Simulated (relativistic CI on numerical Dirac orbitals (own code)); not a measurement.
# Nd V: calculation against measurement

Method of calculation: Dirac-Coulomb-Breit CI, orbitals from a KLI potential per configuration, model QED (radiative potential, 1s self-energy scaled to tabulated hydrogen-like ionisation energies), valence Slater integrals scaled by 0.85, P86 correlation energy added to each configuration (own radial code, finite nucleus).

Configurations in the expansion (outside the closed core [Kr] 4d10): 4f2.5s2.5p6, 4f.5s2.5p6.5d, 4f2.5s2.5p5.5d, 4f3.5s2.5p5, 4f.5s2.5p6.6s, 4f.5s2.5p6.6p, 4f2.5s2.5p5.5f, 4f2.5s.5p6.5d, 4f2.5s2.5p5.5g, 4f.5s2.5p6.6d, 4f2.5s2.5p5.6s, 4f.5s2.5p6.7s, 4f.5s2.5p6.5f, 4f.5s2.5p6.7p, 5s2.5p6.5f.6s, 4f2.5s.5p6.5f, 4f3.5s.5p6, 4f2.5s2.5p5.6p, 4f.5s2.5p6.5g, 4f.5s2.5p6.6f, 4f.5s2.5p6.7d, 4f.5s2.5p6.8s, 4f.5s.5p6.5d2, 4f2.5s.5p6.5g, 5s2.5p6.5d2, 5s2.5p5.5d3, 5s2.5p5.5d2.5f, 5s2.5p6.5f2, 5s2.5p5.5d.5f2, 5s2.5p5.5f3, 5s2.5p6.5d.5g, 5s2.5p5.5d2.5g, 5s2.5p5.5d.5f.5g, 5s2.5p6.5f.6p, 5s2.5p5.5d.5f.6p, 5s2.5p5.5f2.6p. Double excitations out of closed p, d and f shells are left out; levels of such configurations are missing from the list, as are those of other unlisted configurations, and high levels can miss mixing partners.

```csv
Configuration,Term (tabulated),J,Measured (cm⁻¹),Computed,Error,Purity (%)
4f2.5s2.5p6,3H,4,0.0,0,0,96
4f2.5s2.5p6,3H,5,2834.3,2700,-135,99
4f2.5s2.5p6,3H,6,5743.4,5473,-271,99
4f2.5s2.5p6,3F,2,5893.8,6291,397,97
4f2.5s2.5p6,3F,3,7784.8,8046,261,99
4f2.5s2.5p6,1D,2,20551.4,21786,1235,88
4f2.5s2.5p6,3P,0,25050.6,26621,1570,98
4f2.5s2.5p6,3P,1,25892.9,27386,1493,99
4f2.5s2.5p6,1I,6,26088.1,26355,267,99
4f2.5s2.5p6,3P,2,27478.7,28821,1343,90
```

Measured levels from measured levels as listed in Carvajal Gallego et al., Mon. Not. R. Astron. Soc. 518, 332 (2023); pairs were made by configuration, J and term (by order where the table uses no LS term), so strongly mixed levels may be paired wrongly. Some J values or terms of the table were assigned by a fit.

Mean error by configuration (cm⁻¹): 4f2.5s2.5p6 685. Over the excited levels the mean absolute error is 775 cm⁻¹ (9 of the 11 excited levels that our extract of the source holds in range could be paired, and the others can miss by more), and the median relative error of those above 1,000 cm⁻¹ is 4.9 %. Some levels of the ground configuration have no partner.
